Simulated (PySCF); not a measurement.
Open-shell species derived from `C[C@@H]1C(F)=C[C@H]1Cl`. All by UKS B3LYP (pcH-1 on C Cl F H) in PySCF, non-relativistic with spin–orbit coupling as a perturbation, on GFN2-xTB geometries; isolated species, one conformer each; SCF stability not tested. Couplings are magnitudes for isotopes of over 50 % abundance, averaged over nuclei equivalent by connectivity (but not across a short bond from an atom whose three angles sum to over 350°); populations are Mulliken's. A GFN2-xTB geometry isn't a minimum of the functional, and hyperfine couplings can be far from their values at a DFT geometry.

```
                species                change   ⟨S²⟩      g1      g2      g3          largest spin population on                                                            largest couplings
    C[C@H]1[C](Cl)C=C1F  H removed from sp3 C  0.775  2.0017  2.0063  2.0072  carbon bonded to 2 C and Cl (0.65)  1 × 19F 98 MHz, 1 × 1H 14 MHz, 1 × 1H 10 MHz, 1 × 35Cl 4 MHz, and 1 smaller
C[C@@H]1[C](F)C[C@H]1Cl      H added to sp2 C  0.753  2.0025  2.0040  2.0052   carbon bonded to 2 C and F (0.87)  1 × 19F 191 MHz, 1 × 1H 88 MHz, 1 × 1H 85 MHz, 1 × 1H 46 MHz, and 1 smaller
```

(1) Predict the same entries for `C[C@H]1[C@H](Cl)[CH][C@@H]1F` [radical] (H added to sp2 C).

(2) Which has the highest and which the lowest g_iso, and which the widest g anisotropy?

(3) How many first-order lines does each doublet give under fast tumbling, over what width, and where is its centre at 9.5 GHz?

## Answers

(1) ⟨S²⟩: 0.754; g1: 2.0008; g2: 2.0023; g3: 2.0042; largest spin population on: carbon bonded to 2 C and H (0.96); largest couplings: 1 × 19F 156 MHz, 1 × 1H 85 MHz, 1 × 1H 81 MHz, 1 × 1H 61 MHz, and 2 smaller. Largest spin populations (Mulliken): C5 (+0.96), Cl7 (+0.07) and C6 (-0.07). C5 is the only atom above +0.15. The angles at C5 add up to 354.3°, so it is nearly planar; its axial dipolar tensor and the negative coupling of its proton fit spin in a p orbital normal to that plane. (Numbering: [CH3:1][C@@H:2]1[C@@H:3]([F:4])[CH:5][C@H:6]1[Cl:7] (hydrogens: H8, H9, H10 on C1; H11 on C2; H12 on C3; H13 on C5; H14 on C6).)

(2) Highest: C[C@H]1[C](Cl)C=C1F (2.0050, largest spin population on carbon bonded to 2 C and Cl). Lowest: C[C@H]1[C@H](Cl)[CH][C@@H]1F (2.0024, largest spin population on carbon bonded to 2 C and H). Widest: C[C@H]1[C](Cl)C=C1F, g3 − g1 = 0.0055, which alone would spread the powder pattern at 94 GHz over 9.2 mT.

(3) 
```csv
species,lines,width (mT),centre (mT)
C[C@H]1[C@H](Cl)[CH][C@@H]1F,128,16.4,338.96
C[C@H]1[C](Cl)C=C1F,128,5.0,338.52
C[C@@H]1[C](F)C[C@H]1Cl,32,14.7,338.72
```

Splittings under 0.05 mT aren't counted.
